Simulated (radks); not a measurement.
Values are calculated unless marked as measured or tabulated.
Problem. All-electron atom: La III in [Kr] 4d10 5s2 5d(up 1, down 1) 5p(up 2.5, down 2.5) (fractional occupations, a model configuration). Code: a radial shooting solver on a logarithmic mesh with Libxc functionals. Model: scalar-relativistic Kohn-Sham, PBEsol, spin-polarised, spherical densities, point nucleus. Some entries of the table are withheld. Estimate them.

| orbital | occ. | eigenvalue (hartree) | r(max) (bohr) |
|---|---|---|---|
| 1s | 2 | -1424.060 | 0.01608 |
| 2s | 2 | (1) | 0.09097 |
| 2p | 6 | -203.7088 | (2) |
| 3s | 2 | -49.03753 | 0.2605 |
| 3p | 6 | -41.54010 | 0.2549 |
| 3d | 10 | -30.76188 | 0.2101 |
| 4s | 2 | (3) | 0.6082 |
| 4p | 6 | -7.91121 | 0.6354 |
| 4d | 10 | -4.38130 | 0.6717 |
| 5s | 2 | -1.96529 | 1.401 |
| 5p | 5 | (4) | 1.573 |
| 5d | 2 | -0.57917 | (5) |

Solution. 
(1) 2s eigenvalue (hartree): -227.1906
(2) 2p r(max) (bohr): 0.07314
(3) 4s eigenvalue (hartree): -10.35050
(4) 5p eigenvalue (hartree): -1.34493
(5) 5d r(max) (bohr): 2.091
